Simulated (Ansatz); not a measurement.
Series [MoO3X]-: PBE0-D4/def2-TZVPD single points in Ansatz on relaxed structures, gas phase. Core potentials for Mo, no spin–orbit coupling. Names give formal oxidation states. The structures are stationary points that may keep the symmetry of their start. Remarks come from the PBE and PBE0 runs and from stability tests at other levels; not every state was tested. HOMO above LUMO (over both spins in singlets and doublets, within one spin in higher multiplets; at PBE or PBE0), or a gap under 0.15 eV within one spin, warns that the state may not be the lowest or that an electron is smeared out.

```tsv
species	atoms	state	geometry	HOMO (eV)	vertical IE (eV)	point group (within 0.1 Å)	remarks
[MoO3Br]- (MoBrO3⁻)	5	singlet	r2SCAN-D4/def2-SVPD	-3.78	5.62	C3v	gap within one spin near zero at PBE or PBE0 (neutral doublet)
[MoO3F]- (MoO3F⁻)	5	singlet	r2SCAN-D4/def2-SVPD	-3.40	5.46	C3v	–
[MoO3Cl]- (MoClO3⁻)	5	singlet	r2SCAN-D4/def2-SVPD	-3.70	5.61	C3v	gap within one spin near zero at PBE or PBE0 (neutral doublet)
[MoO3(NH2)]- (MoNO3H2⁻)	7	singlet	r2SCAN-D4/def2-SVPD	-2.94	4.84	–	gap within one spin near zero at PBE or PBE0 (neutral doublet)
```

(1) Estimate the rows for [MoO3(OH)]- (MoO4H⁻) (singlet, PBE0-D4/def2-SVPD geometry).

(1) 
```tsv
species	atoms	state	geometry	HOMO (eV)	vertical IE (eV)	point group (within 0.1 Å)
[MoO3(OH)]- (MoO4H⁻)	6	singlet	PBE0-D4/def2-SVPD	-3.15	5.13	Cs
```

The vertical IE (eV) runs from 4.84 ([MoO3(NH2)]-) to 5.62 ([MoO3Br]-).
